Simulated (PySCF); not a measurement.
# The second ionisation energy along group 16

All values are computed (PySCF 2.14, energy differences of UHF-based or UKS calculations, no spin-orbit coupling). Values in eV. The last column holds reference values (NIST; (s) semi-empirical, (t) theoretical, else measured). Unmarked ones compare directly (S terms, centres of terms, or small fine structure); those marked * lie between the lowest fine-structure levels and include a spin-orbit shift.

```csv
element,configurations,UHF,LDA,PBE,PBE0,r2SCAN,MP2 (valence),reference
"O (aug-cc-pV5Z, non-relativistic)",[He] 2s2 2p3 → [He] 2s2 2p2,34.576,35.591,35.279,35.313,35.477,35.271,35.121 *
"S (aug-cc-pV(5+d)Z, non-relativistic)",[Ne] 3s2 3p3 → [Ne] 3s2 3p2,22.723,23.404,23.315,23.383,23.526,23.405,23.338 *
"Te (aug-cc-pV5Z-PP with ECP28MDF, ECP)",[Kr] 4d10 5s2 5p3 → [Kr] 4d10 5s2 5p2,18.351,18.931,18.754,18.857,19.012,18.839,18.6 ± 0.4 *
```

"Valence" correlates the outer s and p shells and, in groups 3 to 12 and the f block, the outer d or f shell, open or full, or the next shell where the ion has no valence electron left; the wider scheme adds the next inner shell.
